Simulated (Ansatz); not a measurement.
All numbers were calculated with Ansatz.

A structure relaxed at PBE0-D4/def2-TZVP, charge 0, multiplicity 1:

```xyz
11

C     1.5328    0.4557    1.0880
C     0.6528    1.2029    0.4276
Br    0.8445    3.1064    0.5046
Al   -0.8319    0.4913   -0.6285
C    -1.0286   -1.4472   -0.6791
H     1.4385   -0.6270    1.0551
H     2.3564    0.8599    1.6698
H    -1.7863    1.5029   -1.3841
H    -1.8985   -1.7609   -1.2608
H    -0.1458   -1.9214   -1.1212
H    -1.1339   -1.8625    0.3287
```

(1) Give its formula and SMILES.

(2) Point group (tolerance 0.08 Å, 0.16 Å for H)?

(3) Summarise the bond lengths by kind.

## Answers

(1) C3H6AlBr, `C=[C](Br)[AlH][CH3]`.

(2) Cs.

(3) 1 × C–C 1.330 Å; 5 × C–H 1.086 to 1.095 Å; 1 × Br–C 1.915 Å; 2 × Al–C 1.949 to 1.956 Å; 1 × Al–H 1.583 Å.
